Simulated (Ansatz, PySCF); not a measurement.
C2H7FSi3, SMILES F[SiH2][Si@H]1C=C[SiH2]1. Atoms are numbered in the order given.

```xyz
13

F      2.7700     1.1309    -0.3064
Si     1.6839     0.6353     0.8090
Si     0.1440    -0.8196    -0.1860
C     -1.3222    -1.1461     0.9715
C     -2.3674    -0.4834     0.4175
Si    -1.6986     0.2010    -1.2124
H      2.4461    -0.0008     1.9259
H      0.9688     1.8385     1.3292
H      0.8238    -2.0137    -0.7796
H     -1.3886    -1.6935     1.9216
H     -3.3604    -0.4274     0.8835
H     -1.7495     1.6865    -1.3826
H     -2.2779    -0.4353    -2.4352
```
Charge 0, spin multiplicity 1.

Geometry optimised at PBE0-D3(BJ)/def2-SVP. The structure was generated by enumeration; whether it is a known compound was not checked. One conformer was computed; it need not be the lowest.

Two levels are set side by side: PBE-D3(BJ)/def2-SVP (Ansatz, a quantum-chemistry and plane-wave program) and PBE0-D3(BJ)/def2-SVP (Ansatz). Each level has its own optimised geometry; the coordinates shown are those of the second. Frequencies come from the Hessian of PySCF at each geometry. Differences are taken from unrounded values.

| quantity | PBE0-D3(BJ) | PBE-D3(BJ) | PBE-D3(BJ) minus PBE0-D3(BJ) |
|---|---|---|---|
| mean bond length (Å) | 1.626 | 1.637 | 0.011 |
| bond F1–Si2 (Å) | 1.634 | 1.648 | 0.015 |
| bond Si2–Si3 (Å) | 2.341 | 2.350 | 0.009 |
| bond Si3–C4 (Å) | 1.896 | 1.907 | 0.011 |
| bond Si3–Si6 (Å) | 2.343 | 2.357 | 0.013 |
| bond C4–C5 (Å) | 1.356 | 1.366 | 0.011 |
| bond C5–Si6 (Å) | 1.890 | 1.900 | 0.010 |
| bond Si2–H7 (Å) | 1.494 | 1.507 | 0.012 |
| bond Si2–H8 (Å) | 1.493 | 1.505 | 0.012 |
| bond Si3–H9 (Å) | 1.497 | 1.508 | 0.011 |
| bond C4–H10 (Å) | 1.099 | 1.107 | 0.008 |
| bond C5–H11 (Å) | 1.098 | 1.107 | 0.008 |
| bond Si6–H12 (Å) | 1.496 | 1.507 | 0.011 |
| bond Si6–H13 (Å) | 1.495 | 1.506 | 0.011 |
| highest harmonic wavenumber (cm⁻¹) | 3170 | 3073 | -97 |
| mean harmonic wavenumber (cm⁻¹) | 1047 | 1010 | -38 |
| zero-point energy (kcal/mol) | 49.42 | 47.64 | -1.78 |

GGA bonds tend to be longer and softer than those of functionals with exact exchange. Differences between two approximate levels are no errors against the true value.
